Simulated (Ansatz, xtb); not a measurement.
## FHNNaS: which of two structures lies lower

We compare X, a singlet given by its coordinates, with Y, a singlet given by its coordinates. Both are isolated molecules in the gas phase, relaxed with PBE0-D3(BJ)/def2-SVP.

X (Å):

```xyz
5

F    -0.7444    1.1131    2.2504
N    -2.6066   -0.7967    0.7667
Na    0.2639   -0.4254    3.0098
S    -2.3115   -0.2423    2.2069
H    -1.9723   -1.5800    0.5566
```

Close contacts (Å): F1–Na3 1.99, F1–S4 2.07, N2–S4 1.57, Na3–S4 2.70, N2–H5 1.03.

Y (Å):

```yaml
atoms:
  - { symbol: F, position_ang: [-1.6572, -1.8773, 2.6152] }
  - { symbol: N, position_ang: [-1.4751, 0.5215, 1.3311] }
  - { symbol: Na, position_ang: [-0.3030, -1.4304, 1.0619] }
  - { symbol: S, position_ang: [-1.6189, 0.0213, 2.8479] }
  - { symbol: H, position_ang: [-2.4124, 0.7043, 0.9504] }
```

Close contacts (Å): F1–Na3 2.11, F1–S4 1.91, N2–Na3 2.29, N2–S4 1.60, Na3–S4 2.65, N2–H5 1.03.

Energies in hartree; the thermal terms are from PBE0-D3(BJ)/def2-SVP harmonic frequencies (ideal gas, rigid rotor, one conformer each, 298.15 K, 1 atm) and include the zero-point energy:

```
                                X           Y
E, CCSD(T)/def2-TZVPP  −714.773383  −714.792088
    zero-point energy     0.017521     0.018131
         H(298 K) − E     0.023975     0.024231
         G(298 K) − E    −0.011949    −0.010497
```

**Question.** Work out ΔE, ΔE₀, ΔH and ΔG for X → Y in kcal/mol (1 Eh = 627.51 kcal/mol) and the equilibrium ratio [Y]/[X].

**Answer.** 1. ΔE = −714.792088 − (−714.773383) = −0.018705 Eh = −11.74 kcal/mol.
2. ΔE₀ = ΔE + ΔZPE = −0.018705 + (+0.000610) Eh = −11.35 kcal/mol.
3. ΔH = ΔE + (+0.000256) Eh = −11.58 kcal/mol.
4. ΔG = ΔE + (+0.001452) Eh = −10.83 kcal/mol, so ΔS = (ΔH − ΔG)/T = −10.5 J/(mol K).
5. kT = 0.9442 mEh, so K = [Y]/[X] = exp(−ΔG/kT) = exp(+18.27) ≈ 8.6 × 10^7.

Structure Y is favoured at this temperature. An error of 1 kcal/mol in ΔG would change K by a factor of 5.4. Mirror images and further conformers aren't counted.

Other levels gave ΔE = −14.0 (PBE0-D3(BJ)/def2-SVP); −12.9 (HF/def2-TZVPP); −11.4 (MP2/def2-TZVPP) kcal/mol. The correlated steps freeze 8 core orbitals; the last core shell of Na is correlated, in a basis made for valence electrons. Programs: Ansatz 0.2.0.
